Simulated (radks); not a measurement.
Cd XXXIV, 15 electrons, occupied as [Ne] 3s2 3p3 (the NIST ground configuration). All-electron calculation, scalar-relativistic Kohn-Sham, PBE, spin-polarised, spherical densities, point nucleus; open shells are filled with parallel spins first (spin-orbit coupling, left out, can overturn this in heavy ions). Program: a radial shooting solver on a logarithmic mesh with Libxc functionals.

Normalised radial functions P(r) = r R(r), r in bohr:

r,2p down,3s down
0.00117,0.0059,0.1482
0.001298,0.0071,0.1623
0.001452,0.0086,0.1788
0.001624,0.0105,0.1969
0.001802,0.0126,0.2150
0.002015,0.0154,0.2362
0.002254,0.0188,0.2591
0.002501,0.0226,0.2820
0.002797,0.0276,0.3084
0.003129,0.0336,0.3366
0.003472,0.0404,0.3644
0.003883,0.0493,0.3959
0.004343,0.0601,0.4290
0.004819,0.0722,0.4610
0.00539,0.0879,0.4964
0.006029,0.1069,0.5323
0.00669,0.1281,0.5656
0.007483,0.1554,0.6008
0.00837,0.1883,0.6344
0.009287,0.2246,0.6630
0.01039,0.2710,0.6898
0.01162,0.3261,0.7108
0.01289,0.3862,0.7235
0.01442,0.4620,0.7277
0.01613,0.5505,0.7199
0.0179,0.6453,0.6995
0.02002,0.7622,0.6610
0.02239,0.8953,0.6028
0.02484,1.0341,0.5291
0.02779,1.1997,0.4267
0.03108,1.3813,0.2995
0.03449,1.5625,0.1592
0.03858,1.7681,-0.0139
0.04315,1.9799,-0.2062
0.04788,2.1763,-0.3964
0.05355,2.3798,-0.6050
0.0599,2.5652,-0.8057
0.06646,2.7112,-0.9716
0.07434,2.8291,-1.1120
0.08315,2.8946,-1.1943
0.09226,2.8996,-1.2027
0.1032,2.8381,-1.1239
0.1154,2.7044,-0.9438
0.1281,2.5179,-0.6842
0.1433,2.2584,-0.3136
0.1602,1.9528,0.1303
0.1778,1.6453,0.5784
0.1989,1.3098,1.0578
0.2224,0.9918,1.4853
0.2468,0.7289,1.7936
0.2761,0.4930,1.9942
0.3088,0.3113,2.0384
0.3426,0.1897,1.9410
0.3832,0.1025,1.7121
0.4286,0.0503,1.3989
0.4756,0.0237,1.0796
0.532,0.0094,0.7523
0.595,0.0033,0.4780
0.6603,0.0011,0.2866
0.7385,0.0003,0.1484
0.826,0.0001,0.0680
0.9166,0.0000,0.0292
1.025,0.0000,0.0102

2p down: eigenvalue -5297.7 eV, 0 radial nodes, <r> = 0.113 bohr, 90 % of the charge inside 0.183 bohr. 3s down: eigenvalue -2165.0 eV, 2 radial nodes at r = 0.0382, 0.155 bohr, <r> = 0.319 bohr, 90 % of the charge inside 0.464 bohr.
